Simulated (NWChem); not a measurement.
C2H8Si; SMILES C[SiH2]C

Computed with NWChem. Pople sets run with spherical d functions. Each level has its own optimisation; frequencies are unscaled.

```csv
level,r C–Si (Å),r H–Si (Å),r C–H (Å),highest harmonic frequency (cm⁻¹),lowest (cm⁻¹),zero-point energy (kcal/mol),dipole (D)
Hartree-Fock/STO-3G,1.862,___,1.082,___,148,___,___
Hartree-Fock/3-21G,1.917,1.493,1.085,3258,139,60.4,0.65
Hartree-Fock/6-31G*,1.889,1.481,1.087,3260,154,60.3,0.68
B3LYP/6-31G*,1.891,1.492,1.096,3123,152,57.0,0.81
"LDA (Slater exchange, VWN5)/def2-SVP",1.872,1.511,1.110,3086,162,54.5,0.89
PBE/def2-SVP,1.893,1.510,1.109,3078,158,54.8,0.82
BLYP/def2-SVP,1.902,1.506,1.110,3039,155,54.7,0.78
PBE0/def2-SVP,1.882,1.499,1.101,3166,163,56.5,0.80
```

Question: Complete the blanks.

Answer: 
- Hartree-Fock/STO-3G, r H–Si (Å): 1.424
- Hartree-Fock/STO-3G, highest harmonic frequency (cm⁻¹): 3751
- Hartree-Fock/STO-3G, zero-point energy (kcal/mol): 70.1
- Hartree-Fock/STO-3G, dipole (D): 0.06
